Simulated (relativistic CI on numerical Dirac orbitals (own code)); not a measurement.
**What each ingredient does to the levels of Cl IX**

Base calculation: Dirac-Coulomb-Breit CI, separate exchange-only KLI orbitals for each configuration, model QED, unscaled Slater integrals.

Configurations in the expansion (outside the closed core 1s2): 2s2.2p5, 2s.2p6, 2s2.2p4.3s, 2s2.2p4.3p, 2p6.3s, 2s2.2p4.3d, 2p6.3p, 2p6.3d, 2s.2p5.3s, 2s.2p5.3p, 2s2.2p4.4s, 2s2.2p4.4p, 2s.2p5.3d, 2s2.2p4.4d, 2s2.2p4.4f, 2s2.2p4.5s, 2s2.2p4.5p, 2s2.2p3.3s2, 2s2.2p4.5d, 2s2.2p4.5f, 2s2.2p4.5g, 2s2.2p3.3s.3p, 2s.2p5.4s, 2s2.2p3.3p2, 2s.2p5.4p, 2s2.2p3.3s.3d, 2s.2p5.4d, 2s.2p5.4f, 2s2.2p3.3p.3d, 2s.2p4.3s2, 2s2.2p3.3d2, 2s.2p5.5s, 2s.2p4.3s.3p, 2s.2p5.5p, 2s.2p5.5d, 2s.2p5.5f. Levels of other configurations are missing.

The lowest level and the first level of each name with at least 55 % of one term (blank where a level has no safe partner in the second run):

```
             Level  Base (cm⁻¹)  Shift (cm⁻¹)
   2s2.2p5 2P°_3/2            0             0
   2s2.2p5 2P°_1/2        13587           -37
     2s.2p6 2S_1/2       568782          +635
 2s2.2p4.3s 4P_5/2      1883289          -188
 2s2.2p4.3s 4P_3/2      1891104          -206
 2s2.2p4.3s 4P_1/2      1895985          -220
 2s2.2p4.3s 2P_3/2      1907427          -207
 2s2.2p4.3s 2P_1/2      1916531          -227
 2s2.2p4.3s 2D_5/2      1957361          -211
 2s2.2p4.3s 2D_3/2      1957608          -212
2s2.2p4.3p 4P°_5/2      2000746           -58
2s2.2p4.3p 4P°_3/2      2002683           -59
2s2.2p4.3p 4P°_1/2      2006662           -73
2s2.2p4.3p 4D°_7/2      2016525           -62
```

At this charge configurations can still be misplaced by up to about 7 % of their energy.

(1) One thing was changed in a second run, which moved the levels as shown. Which?
A. Breit term removed
B. configuration mixing switched off
C. QED terms removed
D. valence Slater integrals scaled by 0.9

## Answers

(1) C. QED terms removed. QED shifts follow the density of s (and p1/2) electrons at the nucleus, so configurations move by their count of such electrons; where none moves, the smaller shifts of p3/2 electrons and of j = l + 1/2 against j = l − 1/2 set the pattern.

LS names give the leading component of a level, which can be under half, so a name can repeat, a term be missing and a line seem to break the LS rules.
